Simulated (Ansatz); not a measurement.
Reaction (substitution at a C–Si bond): `C[Si](Cl)(Cl)c1ccccc1` + CH₃NH₂ → `CNc1ccccc1` + `C[SiH](Cl)Cl`

Isolated molecules relaxed with PBE0-D4/def2-TZVP in Ansatz; ΔE leaves out vibrations. CBS: MP2 limit from def2 TZ/QZ plus the TZ coupled-cluster correction, frozen cores. Functionals use def2-TZVPP. B3LYP here is the variant with VWN-RPA as its local correlation; programs differ in this. One conformer a species, not always the lowest.

| level | ΔE (kJ/mol) | difference from CCSD(T)/CBS |
| --- | --- | --- |
| PBE-D4 | 30.0 | -14.2 |
| revPBE-D4 | 33.8 | -10.4 |
| PBE0-D4 | 33.1 | -11.1 |
| r2SCANh-D4 | 31.6 | -12.6 |
| BHLYP-D4 | 39.5 | -4.7 |
| CAM-B3LYP-D4 | 32.7 | -11.5 |
| ωB97M-V | 38.5 | -5.7 |
| r2SCAN | 27.9 | -16.3 |
| B3LYP | 25.2 | -19.0 |
| LC-ωPBE | 28.3 | -15.9 |
| MP2/def2-SVP | 31.3 | -12.9 |
| CCSD(T)/def2-SVP | 27.3 | -16.9 |
| HF/def2-TZVPP | 31.6 | -12.6 |
| MP2/def2-TZVPP | 47.9 | 3.7 |
| CCSD(T)/def2-TZVPP | 43.4 | -0.8 |
| HF/def2-QZVPP | 31.0 | -13.2 |
| CCSD(T)/CBS | 44.2 | 0 |

Largest T1 diagnostic among the species: 0.011.

Leaving LDA and LC-ωPBE aside and taking each functional with its dispersion term where it has one, the values spread over 9.5 kJ/mol, from PBE-D4 to BHLYP-D4. LDA lies −12.6 kJ/mol from PBE without D4. From PBE to PBE0 (25 % exact exchange), in def2-TZVPP and without D4, ΔE moves by +3.4 kJ/mol.
